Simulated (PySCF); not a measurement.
Be(I)(OSiH3) (BeH3IOSi), SMILES [O]([Be][I])[SiH3].

Geometry: PBE-D3(BJ)/def2-SVP. The def2 effective core potentials stand for the cores of I; spin–orbit coupling is left out. The values are those of a single conformer.

These are PBE-D3(BJ)/def2-SVP (PySCF) values and carry that method's errors.

Frequencies are harmonic and unscaled.

Modes within 1.5 cm⁻¹ of each other (mostly degenerate sets) share a row, with their intensities summed.

| mode | ν (cm⁻¹) | IR (km/mol) | Raman (Å⁴/amu) | depolarisation | moving atoms (share of kinetic energy) |
|---|---|---|---|---|---|
| 1–2 | 52 | 0.2 | 1.3 | 0.75 | O 54 %, Be 16 %, Si 14 %, H 13 % |
| 3 | 248 | 6.5 | 7.7 | 0.22 | Si 46 %, I 30 %, O 16 % |
| 4–5 | 275 | 57.4 | 2.0 | 0.75 | Be 78 %, O 20 % |
| 6–7 | 706 | 102.7 | 21.9 | 0.75 | H 84 %, Si 9 % |
| 8 | 827 | 12.2 | 3.6 | 0.53 | O 35 %, Be 32 %, Si 25 % |
| 9–10 | 917 | 135.1 | 58.3 | 0.75 | H 96 % |
| 11 | 953 | 487.1 | 29.6 | 0.72 | H 87 %, Si 12 % |
| 12 | 1407 | 966.8 | 11.1 | 0.20 | Be 59 %, O 39 % |
| 13 | 2171 | 85.7 | 274.1 | 0.00 | H 99 % |
| 14–15 | 2176 | 267.8 | 208.3 | 0.75 | H 96 % |
